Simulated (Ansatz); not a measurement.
Nudged elastic band run: CH₅FGeO₂

input.yaml

```yaml
crystal:
  periodic: [false, false, false]
  atoms:
    - { symbol: O, position_ang: [0.335077, 1.626884, 1.166517] }
    - { symbol: Ge, position_ang: [0.309796, -0.074482, 0.54191] }
    - { symbol: O, position_ang: [-1.174461, -0.929602, 1.124465] }
    - { symbol: C, position_ang: [0.154669, -0.158023, -1.447485] }
    - { symbol: F, position_ang: [0.633125, -1.399641, -1.883481] }
    - { symbol: H, position_ang: [-0.514148, 2.079924, 0.993563] }
    - { symbol: H, position_ang: [1.623399, -0.690342, 1.091648] }
    - { symbol: H, position_ang: [-1.127005, -1.118905, 2.082372] }
    - { symbol: H, position_ang: [-0.909131, -0.042782, -1.751428] }
    - { symbol: H, position_ang: [0.751779, 0.655769, -1.915081] }
basis:
  gaussian: { orbitals: def2-SVP }
hamiltonian:
  xc: blyp
neb:
  order_check: false
  images: 9
  f_tol: 0.05
  max_iterations: 60
  final_atoms:
    - { symbol: O, position_ang: [0.68923037, 1.28532418, 1.02126551] }
    - { symbol: Ge, position_ang: [0.6129015, -0.96559196, 0.33280308] }
    - { symbol: O, position_ang: [-1.124708, -0.6200031, 1.02535518] }
    - { symbol: C, position_ang: [0.13935951, -0.25673929, -1.53538576] }
    - { symbol: F, position_ang: [-0.011575, -1.43023566, -2.31494945] }
    - { symbol: H, position_ang: [-0.24266261, 1.03155172, 1.28039907] }
    - { symbol: H, position_ang: [1.17083907, 1.35510741, 1.87108204] }
    - { symbol: H, position_ang: [-1.26484243, -1.13236094, 1.84650911] }
    - { symbol: H, position_ang: [-0.8210524, 0.30491158, -1.53780684] }
    - { symbol: H, position_ang: [0.93560999, 0.37683605, -1.98627195] }
  initial_path:
    images:
      - { positions_ang: [[0.335077, 1.626884, 1.166517], [0.309796, -0.074482, 0.54191], [-1.174461, -0.929602, 1.124465], [0.154669, -0.158023, -1.447485], [0.633125, -1.399641, -1.883481], [-0.514148, 2.079924, 0.993563], [1.623399, -0.690342, 1.091648], [-1.127005, -1.118905, 2.082372], [-0.909131, -0.042782, -1.751428], [0.751779, 0.655769, -1.915081]] }
      - { positions_ang: [[0.35440176, 1.56449291, 1.16876321], [0.30926359, -0.11705701, 0.53029849], [-1.17015527, -0.96992639, 1.12438046], [0.1735381, -0.16135927, -1.44944106], [0.530925, -1.41137448, -1.90668406], [-0.50470345, 2.02422875, 0.97588562], [1.53758133, -0.49239507, 1.10887501], [-1.08647187, -1.1270257, 2.08730543], [-0.87530636, 0.04375281, -1.73789587], [0.81402716, 0.59546344, -1.89848722]] }
      - { positions_ang: [[0.37372652, 1.50210182, 1.17100942], [0.30873118, -0.15963201, 0.51868698], [-1.16584954, -1.01025078, 1.12429592], [0.1924072, -0.16469554, -1.45139713], [0.428725, -1.42310796, -1.92988712], [-0.49525889, 1.96853351, 0.95820824], [1.45176366, -0.29444815, 1.12610202], [-1.04593874, -1.13514639, 2.09223886], [-0.84148172, 0.13028761, -1.72436375], [0.87627532, 0.53515788, -1.88189344]] }
      - { positions_ang: [[0.39305129, 1.43971073, 1.17325563], [0.30819877, -0.20220702, 0.50707546], [-1.16154381, -1.05057517, 1.12421138], [0.2112763, -0.1680318, -1.45335319], [0.326525, -1.43484143, -1.95309018], [-0.48581434, 1.91283826, 0.94053086], [1.36594599, -0.09650122, 1.14332902], [-1.0054056, -1.14326709, 2.09717229], [-0.80765707, 0.21682242, -1.71083162], [0.93852348, 0.47485232, -1.86529965]] }
      - { positions_ang: [[0.41237605, 1.37731965, 1.17550184], [0.30766636, -0.24478203, 0.49546395], [-1.15723809, -1.09089956, 1.12412683], [0.23014541, -0.17136807, -1.45530926], [0.224325, -1.44657491, -1.97629324], [-0.47636979, 1.85714302, 0.92285348], [1.28012833, 0.10144571, 1.16055603], [-0.96487247, -1.15138778, 2.10210572], [-0.77383243, 0.30335722, -1.69729949], [1.00077164, 0.41454676, -1.84870587]] }
      - { positions_ang: [[0.43170081, 1.31492856, 1.17774805], [0.30713395, -0.28735704, 0.48385244], [-1.15293236, -1.13122396, 1.12404229], [0.24901451, -0.17470434, -1.45726532], [0.122125, -1.45830839, -1.9994963], [-0.46692524, 1.80144777, 0.9051761], [1.19431066, 0.29939263, 1.17778304], [-0.92433934, -1.15950848, 2.10703915], [-0.74000779, 0.38989203, -1.68376737], [1.0630198, 0.3542412, -1.83211209]] }
      - { positions_ang: [[0.48320672, 1.30900768, 1.14645154], [0.36828746, -0.42300402, 0.45364257], [-1.14728749, -1.02897979, 1.10430487], [0.22708351, -0.19111133, -1.47288941], [0.095385, -1.45269384, -2.06258693], [-0.42207271, 1.64746856, 0.9802207], [1.18961634, 0.51053559, 1.31644284], [-0.99243996, -1.15407897, 2.05493315], [-0.75621671, 0.37289594, -1.65457526], [1.03753784, 0.35876017, -1.86294406]] }
      - { positions_ang: [[0.53471263, 1.30308681, 1.11515503], [0.42944097, -0.558651, 0.4234327], [-1.14164261, -0.92673562, 1.08456745], [0.20515251, -0.20751832, -1.48851349], [0.068645, -1.4470793, -2.12567756], [-0.37722018, 1.49348935, 1.05526529], [1.18492202, 0.72167854, 1.45510264], [-1.06054057, -1.14864946, 2.00282714], [-0.77242564, 0.35589985, -1.62538316], [1.01205588, 0.36327914, -1.89377603]] }
      - { positions_ang: [[0.58621854, 1.29716593, 1.08385853], [0.49059448, -0.69429799, 0.39322283], [-1.13599774, -0.82449144, 1.06483003], [0.18322151, -0.22392531, -1.50413758], [0.041905, -1.44146475, -2.18876819], [-0.33236766, 1.33951014, 1.13030988], [1.18022771, 0.9328215, 1.59376244], [-1.12864119, -1.14321995, 1.95072113], [-0.78863456, 0.33890376, -1.59619105], [0.98657391, 0.36779811, -1.92460801]] }
      - { positions_ang: [[0.63772446, 1.29124506, 1.05256202], [0.55174799, -0.82994497, 0.36301295], [-1.13035287, -0.72224727, 1.0450926], [0.16129051, -0.2403323, -1.51976167], [0.015165, -1.43585021, -2.25185882], [-0.28751513, 1.18553093, 1.20535448], [1.17553339, 1.14396446, 1.73242224], [-1.19674181, -1.13779045, 1.89861512], [-0.80484348, 0.32190767, -1.56699895], [0.96109195, 0.37231708, -1.95543998]] }
      - { positions_ang: [[0.68923037, 1.28532418, 1.02126551], [0.6129015, -0.96559196, 0.33280308], [-1.124708, -0.6200031, 1.02535518], [0.13935951, -0.25673929, -1.53538576], [-0.011575, -1.43023566, -2.31494945], [-0.24266261, 1.03155172, 1.28039907], [1.17083907, 1.35510741, 1.87108204], [-1.26484243, -1.13236094, 1.84650911], [-0.8210524, 0.30491158, -1.53780684], [0.93560999, 0.37683605, -1.98627195]] }
```

Run as:

```bash
$ ansatz run input.yaml --threads 2 --pin off --max-ram 3072MiB --backend cpu --events-out ev --progress --plain --runs-dir out
```

Output, in part (warnings, iteration lines, the closing report on the highest movable image, with atoms numbered from 0):

```
NEB end point (image 0): max|allowed force component| = 1.550e-2 eV/Å (the criterion of neb.relax_end_points is 1.000e-2)
NEB end point (image 10): max|allowed force component| = 2.065e-2 eV/Å (the criterion of neb.relax_end_points is 1.000e-2)
NEB iter   1: max|band force component| = 9.238e0 eV/Å  barrier→ = 4.7629 eV  barrier← = 4.2107 eV  Δτ_max = 0.2000 Å  (315 SCF iters)
NEB iter   2: max|band force component| = 4.069e0 eV/Å  barrier→ = 3.0047 eV  barrier← = 2.4526 eV  Δτ_max = 0.2000 Å  (317 SCF iters)
NEB iter   3: max|band force component| = 1.774e0 eV/Å  barrier→ = 2.2726 eV  barrier← = 1.7204 eV  Δτ_max = 0.1867 Å  (312 SCF iters)
NEB iter   4: max|band force component| = 6.232e-1 eV/Å  barrier→ = 1.9443 eV  barrier← = 1.3921 eV  Δτ_max = 0.1562 Å  (287 SCF iters)
NEB iter   5: max|band force component| = 1.203e0 eV/Å  barrier→ = 2.0238 eV  barrier← = 1.4716 eV  CI = image 6  Δτ_max = 0.1906 Å  (289 SCF iters)
NEB iter   6: max|band force component| = 9.315e-1 eV/Å  barrier→ = 2.1292 eV  barrier← = 1.5770 eV  CI = image 6  Δτ_max = 0.0810 Å  (300 SCF iters)
NEB iter   7: max|band force component| = 3.984e-1 eV/Å  barrier→ = 2.1136 eV  barrier← = 1.5615 eV  CI = image 6  Δτ_max = 0.1967 Å  (274 SCF iters)
NEB iter   8: max|band force component| = 2.617e-1 eV/Å  barrier→ = 2.1020 eV  barrier← = 1.5498 eV  CI = image 6  Δτ_max = 0.0879 Å  (285 SCF iters)
NEB iter   9: max|band force component| = 2.515e-1 eV/Å  barrier→ = 2.0947 eV  barrier← = 1.5425 eV  CI = image 6  Δτ_max = 0.0404 Å  (275 SCF iters)
NEB iter  10: max|band force component| = 1.108e-1 eV/Å  barrier→ = 2.0921 eV  barrier← = 1.5399 eV  CI = image 6  Δτ_max = 0.1647 Å  (276 SCF iters)
NEB iter  11: max|band force component| = 1.250e-1 eV/Å  barrier→ = 2.0910 eV  barrier← = 1.5389 eV  CI = image 6  Δτ_max = 0.0584 Å  (286 SCF iters)
NEB iter  12: max|band force component| = 9.351e-2 eV/Å  barrier→ = 2.0908 eV  barrier← = 1.5387 eV  CI = image 6  Δτ_max = 0.0513 Å  (284 SCF iters)
NEB iter  13: max|band force component| = 3.496e-2 eV/Å  barrier→ = 2.0908 eV  barrier← = 1.5386 eV  CI = image 6  Δτ_max = 0.0000 Å  (561 SCF iters)
Total energy: -64432.90941712 eV, -2367.8657468845 hartree
Atom 0 at     0.447034     1.623444     0.859728 Å, force     0.002378    -0.001725    -0.001291 eV/Å
Atom 1 at     0.409496    -0.404249     0.472509 Å, force    -0.003671    -0.003035    -0.001603 eV/Å
Atom 2 at    -1.239316    -0.963767     1.011049 Å, force    -0.001973    -0.003004     0.005552 eV/Å
Atom 3 at     0.174405    -0.300162    -1.529307 Å, force     0.003429     0.013973    -0.003199 eV/Å
Atom 4 at     0.275544    -1.558487    -2.117805 Å, force     0.000399    -0.004516     0.000734 eV/Å
Atom 5 at    -0.187716     1.784211     1.594278 Å, force    -0.001650    -0.002533    -0.002397 eV/Å
Atom 6 at     1.309471     0.555743     1.444330 Å, force     0.003588     0.002217     0.004152 eV/Å
Atom 7 at    -1.212830    -1.299213     1.928942 Å, force    -0.002119     0.001549     0.000261 eV/Å
Atom 8 at    -0.836810     0.127818    -1.711848 Å, force    -0.000773    -0.003262     0.002113 eV/Å
Atom 9 at     0.943823     0.383460    -1.948876 Å, force     0.000392     0.000337    -0.004322 eV/Å
Dipole moment:    -0.007913     0.095187     0.466326 e Å
```

The run converged. A vibrational analysis at the climbing image gives one clearly imaginary mode, 1124i cm⁻¹: a first-order saddle point. The orbitals stay closed-shell, which can raise the energy where a bond breaks towards radicals; this wasn't checked here.

Final band (atoms are numbered from 1 in the order of the input):

```tsv
image	path coordinate (Å)	energy (eV)	Ge2–H7 (Å)	O1–H7 (Å)
0	0.00	0.00	1.55	2.65
1	0.50	0.02	1.56	2.72
2	1.00	0.03	1.56	2.80
3	1.49	0.05	1.56	2.77
4	1.99	0.26	1.56	2.52
5	2.49	1.18	1.55	2.03
6	2.99	2.09	1.64	1.49
7	3.47	1.09	1.99	1.03
8	3.94	0.71	2.50	0.98
9	4.42	0.59	2.77	0.98
10	4.89	0.55	2.84	0.98
```

Run time: 4.5 min on 2 threads of Arm Neoverse V1 (shared host), peak memory 0.16 GiB.
